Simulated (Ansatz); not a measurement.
System: C2H6Cl3NSi (charge 0, singlet). 
Geometry from a B3LYP-D3(BJ)/def2-TZVP (Ansatz, a program for electronic structure) optimisation:
```
N
C 1 1.4579
H 2 1.0877 1 110.84
H 2 1.0938 3 108.04 1 -120.20
H 2 1.0962 3 108.46 4 -117.06
C 1 1.4579 2 113.04 3 -177.95
H 6 1.0877 1 110.84 2 177.95
H 6 1.0938 7 108.04 1 120.20
H 6 1.0962 7 108.46 8 117.06
Si 1 1.6888 2 121.76 3 22.65
Cl 10 2.0461 1 110.02 2 -161.47
Cl 10 2.0461 1 110.02 2 -40.91
Cl 10 2.0600 1 113.74 2 78.81
```

Quantity: vertical triplet-singlet gap (E(triplet) - E(singlet); each state is the SCF solution reached for its spin), in kcal/mol. Valence correlation only, unless marked. Open shells are spin-unrestricted. Spin-orbit coupling is left out. Non-relativistic. 

```tsv
level	program	vertical triplet-singlet gap (kcal/mol)
HF/aug-cc-pV(Q+d)Z	Ansatz	128.0
SVWN5/def2-TZVPD	Ansatz	124.9
PBE/def2-TZVPD	Ansatz	125.0
B3LYP/def2-TZVPD	Ansatz	134.2
PBE0/def2-TZVPD	Ansatz	136.0
BHLYP/def2-TZVPD	Ansatz	142.6
wB97M-V/def2-TZVPD	Ansatz	145.8
wB97X-V/def2-TZVPD	Ansatz	150.7
B2PLYP/def2-TZVPD	Ansatz	141.7
MP2/aug-cc-pV(D+d)Z	Ansatz	149.8
RI-MP2/aug-cc-pV(T+d)Z	Ansatz	152.4
RI-MP2/aug-cc-pV(Q+d)Z	Ansatz	153.7
SCS-MP2/aug-cc-pV(D+d)Z	Ansatz	150.4
CCSD/aug-cc-pV(D+d)Z	Ansatz	141.6
```
